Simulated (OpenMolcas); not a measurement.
**Ir3+: effect of the metal basis**

Ir3+ with its 6 nearest chloride ions at 2.503 Å, on the Y site of Cs2NaYCl6 (a = 10.7396 Å, distance in the model lattice 2.619 Å). The rest of the host is ab initio model potentials to 7.6 Å and point charges beyond; the distance is set by hand and nothing relaxes.

| Item | Value |
| --- | --- |
| Program | OpenMolcas 26.06 |
| Method | CASSCF |
| Spin-orbit coupling | RASSI with atomic mean-field integrals over the reference wave functions |

Fixed: ligand basis ANO-RCC-VDZP, active space 6 electrons in 5 orbitals (5d), DKH2 Hamiltonian.

States (labels of O, the rotations of Oh). Energies in cm-1 above the lowest state or level, χT in cm3 K/mol; 10Dq and B are least-squares fits to the states below 45000 cm-1, weighted by degeneracy, with a free offset, and given where the rms deviation is under 5 % of |10Dq| (or 100 cm-1) and under 700 cm-1.

| Run | Metal basis | Ground state | First state of that spin | 10Dq | B (rms of fit) | First gap with spin-orbit (degeneracies) | χT at 300 K | First state of another spin | Cost |
| --- | --- | --- | --- | --- | --- | --- | --- | --- | --- |
| A | ANO-RCC-VDZP | 1A1 | 1T1 14917 | 17777 | 592 (444) | 7653 (1, 2) | 0.055 | 3T1 9406 | roughly 80 core-seconds |
| B | ANO-RCC-VTZP | 1A1 | 1T1 14656 | 17545 | 606 (457) | 7237 (1, 2) | 0.060 | 3T1 9010 | roughly 2.3 core-minutes |

Against A, |10Dq| changes by -1.3 % in B.

Costs are those of the RASSCF and RASSI steps.

Without dynamic correlation the repulsion within the d shell is too large (B by tens of per cent), so at a given field states of lower spin stand too high. This shell can be high or low spin here, a state of another spin lies low, and with metal d orbitals alone active their balance is uncertain, so the ground spin may be wrong, although the usual error favours high spin. With metal d orbitals alone the field can be off either way by tens of per cent. Ligand-to-metal charge-transfer states are missing. With no ligand orbital active B as a rule stays too high, so bands that hang on it stand too high and its fall with covalency is understated. Spin-orbit coupling mixes the spin-free states strongly: the lowest level takes only 67 % from its leading state, 1A1 (figures for A; the like holds for B). The least metal-like active orbital is 70 % on the metal (Löwdin) and no ligand orbital is active, so the numbers are rough (holds for A). The least metal-like active orbital is 72 % on the metal (Löwdin) and no ligand orbital is active, so the numbers are rough (holds for B). No measured value stands beside these numbers; the geometry was set by hand and not optimised.
